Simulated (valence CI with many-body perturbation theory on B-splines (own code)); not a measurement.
Co XV: key properties

Level of theory: valence CI with perturbative core correlation (CI+MBPT): three valence electrons over a frozen Dirac-Fock core [Ne], radial functions for each j: 11 s, 11 p, 9 d, 7 f, 5 g, 2 h, 1 i, with the one-electron correlation potential Σ1 (screened to all orders), the two-electron term Σ2, the three-electron term Σ3, Breit, model QED; selected single and double excitations, second order for the rest (own B-spline code, finite nucleus).

No measured spectrum was set against this ion. As an estimate, levels of excited configurations hold to 0.05 to 0.15 % of their energy, terms of the ground configuration to about 0.5 %.

Rates and lifetimes use the calculated energies. Strong lines usually hold to 10 to 20 %, long lifetimes can be off by a factor of two.

Question: What is the ground level?

Answer: 3s2.3p 2P°_1/2, composition 97 % 3s2.3p 2P°, g = 0.664.

Question: Among levels below 1200000 cm⁻¹, which E1 lines absorb most strongly from the ground level?

Answer: to 3s2.3d 2D_3/2 at 19.75 nm, f = 0.447; to 3s.3p2 2S_1/2 at 25.57 nm, f = 0.211; to 3s.3p2 2P_3/2 at 23.42 nm, f = 0.138.

Question: Name the longest-lived excited levels whose lifetime is computed, and their main decay.

Answer: 3s2.3p 2P°_3/2 at 22999 cm⁻¹ lives 9.11 ms, mostly by M1 to 3s2.3p 2P°_1/2. The lifetime of 3s.3p.3d 4F°_9/2 is too uncertain to give, and may be longer.

Question: How is the term 2P° of the ground level split?

Answer: J = 1/2 at 0, J = 3/2 at 22999 cm⁻¹.

Question: What is the ionisation energy?

Answer: 443.82 eV; NIST lists 441.1 ± 1.4 eV (semi-empirical).
